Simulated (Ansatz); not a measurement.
`C[Si](C)(Cl)Cl` + H₂S → `C[Si](S)(Cl)Cl` + CH₄  (ligand exchange at the Si–C bond)

Program: Ansatz. Geometries: PBE0-D4/def2-TZVP. ΔE: electronic, gas phase. CCSD(T)/CBS adds triple-zeta CCSD(T) − MP2 to the extrapolated MP2 energy (def2 sets, frozen cores). This one scheme is used for every species. Functionals use def2-TZVPP. One conformer a species, not always the lowest.

`C[Si](C)(Cl)Cl`:

Z-matrix (Å, degrees):
```
C
Si 1 1.851
H 1 1.093 2 110.3
H 1 1.093 2 110.3 3 120.1
H 1 1.091 2 110.5 3 -120.0
C 2 1.851 1 114.5 3 -60.1
Cl 2 2.058 1 108.6 3 61.5
Cl 2 2.058 1 108.6 3 178.4
H 6 1.091 2 110.5 1 -180.0
H 6 1.093 2 110.3 1 -60.0
H 6 1.093 2 110.3 1 60.0
```

H₂S:

Cartesian coordinates in Å:
```
S 0.557 -0.268 -0.038
H -0.531 -0.490 0.713
H -0.026 0.758 -0.675
```

`C[Si](S)(Cl)Cl`:

```xyz
9

C     1.134    0.444    0.013
Si   -0.694    0.178    0.010
S    -1.304   -1.691    0.806
Cl   -1.610    1.567    1.198
Cl   -1.372    0.401   -1.913
H     1.519    0.364    1.031
H     1.626   -0.307   -0.610
H     1.370    1.434   -0.383
H    -0.670   -2.391   -0.152
```

CH₄:

Cartesian coordinates in Å:
```
C 0.000 0.000 0.000
H 0.517 -0.733 0.619
H -0.999 0.173 0.400
H -0.078 -0.375 -1.020
H 0.559 0.935 0.001
```

Question: Is it downhill or uphill in electronic energy at CCSD(T)/CBS, and by how much? (Estimate.)

Answer: The calculation gave: Downhill: ΔE = -13.0 kcal/mol.

Question: What do these levels give: PBE-D4, revPBE-D4, r2SCAN0-D4, B2PLYP, r2SCANh, CCSD/def2-TZVPP? (An estimate is asked.)

Answer: Ansatz gave: PBE-D4 -14.1, revPBE-D4 -14.3, r2SCAN0-D4 -13.5, B2PLYP -13.0, r2SCANh -13.6, CCSD/def2-TZVPP -11.7 kcal/mol.

Largest T1 diagnostic among the species: 0.010.

Leaving LDA and LC-ωPBE aside and taking each functional with its dispersion term where it has one, the values, not all of them listed here, spread over 2.0 kcal/mol, from revPBE-D4 to CAM-B3LYP-D4. LDA lies +0.8 kcal/mol from PBE without D4. At CCSD(T), def2-SVP lies +1.2 kcal/mol from the extrapolated value and def2-TZVPP +0.7 kcal/mol. The D4 term adds −0.8 kcal/mol with B3LYP and −0.4 kcal/mol with PBE0; it sums over pairs of atoms, weighted by their polarisabilities, and B3LYP, whose exchange is more repulsive, gets the larger term.

B3LYP here is the variant with VWN-RPA as its local correlation; programs differ in this.
